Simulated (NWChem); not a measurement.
Molecule: C3HCl2F; SMILES C(=CF)=C(Cl)Cl

All runs: NWChem. Structure relaxed at the PBE0/def2-SVP level. Level: PBE0/def2-SVP with SMD (1 M gas to 1 M solution), gas-phase geometry.

```
solvent                dielectric constant  solvation free energy (kcal/mol)  cavity-dispersion-structure term (kcal/mol)  dipole in solution (D)
---------------------  -------------------  --------------------------------  -------------------------------------------  ----------------------
water                                 78.4                               1.4                                          3.8                    1.82
dimethyl sulfoxide                    46.8                              -1.5                                          0.9                    1.81
N,N-dimethylformamide                 37.2                                 …                                            …                    1.81
diethyl ether                         4.24                              -3.2                                         -1.5                    1.66
acetonitrile                          35.7                              -2.9                                         -0.5                    1.81
```

Problem. Some entries are withheld; supply them.

Solution. 
- N,N-dimethylformamide, solvation free energy (kcal/mol): -2.3
- N,N-dimethylformamide, cavity-dispersion-structure term (kcal/mol): 0.1
